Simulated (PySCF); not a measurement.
Delta-SCF ions had no search for a lower state. Excitations are Tamm–Dancoff values on a coarser integration grid. The basis has no diffuse functions, so Rydberg states are missing or too high.

Cartesian coordinates (Å):
SMILES: [SiH3]/C=C(\C)Cl
```xyz
12

C     -1.3451    -0.5315     0.7558
C     -0.9631     0.5258    -0.2213
Cl    -2.3293     1.4981    -0.7258
C      0.2422     0.7757    -0.7082
Si     1.7810    -0.1717    -0.2643
H     -0.4818    -1.1233     1.0555
H     -1.7871    -0.0832     1.6462
H     -2.0911    -1.1978     0.3213
H      0.3353     1.5914    -1.4158
H      2.0682    -0.0873     1.1855
H      1.6546    -1.6037    -0.6171
H      2.9161     0.4074    -1.0119
```
Charge 0, spin multiplicity 1.

Q: Estimate the total energy, vertical ionisation energy (Delta-SCF), HOMO–LUMO gap, dipole moment, S1 oscillator strength, S1–T1 gap (TDA), HOMO and LUMO that CAM-B3LYP-D3(BJ)/def2-TZVP in PySCF 2.14.0 returns for this input.

A: 
The total energy is -868.2252 Ha and the vertical ionisation energy (Delta-SCF) is 9.49 eV. The HOMO–LUMO gap is 9.11 eV and the dipole moment is 0.222 e·Å. The S1 oscillator strength is 0.459, the S1–T1 gap (TDA) is 2.56 eV and the HOMO comes out as -8.73 eV. The LUMO comes out as 0.39 eV.
